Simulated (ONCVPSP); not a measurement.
## An all-electron radial function and its pseudo partner (B (Z = 5))

Columns: radius, all-electron u(r) and pseudo u(r) of the 2s shell (level -9.38 eV) of boron in the configuration [He] 2s2 2p1; LDA (Perdew-Wang 92), scalar-relativistic, ONCV scheme, ONCVPSP 4.0.1.

```
r (bohr)  all-electron  pseudo
   0.110       -0.2814  0.0393
   0.220       -0.2929  0.0842
   0.330       -0.1856  0.1376
   0.440       -0.0345  0.1996
   0.550        0.1232  0.2691
   0.660        0.2691  0.3453
   0.770        0.3955  0.4265
   0.880        0.4996  0.5076
   0.990        0.5817  0.5818
   1.100        0.6433  0.6423
   1.210        0.6865  0.6862
   1.320        0.7140  0.7139
   1.430        0.7280  0.7280
   1.540        0.7310  0.7310
   1.650        0.7250  0.7250
   1.760        0.7120  0.7120
   1.870        0.6934  0.6934
   1.980        0.6707  0.6706
   2.090        0.6449  0.6449
   2.200        0.6170  0.6170
   2.310        0.5878  0.5878
   2.420        0.5579  0.5579
   2.530        0.5278  0.5278
   2.640        0.4979  0.4979
   2.750        0.4685  0.4685
   2.860        0.4399  0.4399
```

(1) How many radial nodes do the two functions have?

(2) At about which radius was the pseudo-wave matched?

(3) Where does each function peak?

(4) Is the pseudo-wave norm-conserving?

Results:

(1) The all-electron 2s function has n − l − 1 = 1; the pseudo-wave has 0, since the states of the same l below it are removed with the core.

(2) 1.55 bohr. The columns agree to 0.0005 from 1.21 bohr on; several derivatives are matched, so the curves merge somewhat inside the radius.

(3) Outermost all-electron maximum near 1.54 bohr, pseudo maximum near 1.54 bohr (to the table’s step).

(4) Yes: the ONCV scheme keeps the norm inside the radius equal to the all-electron one, which fixes the energy derivative of the logarithmic derivative at the level.
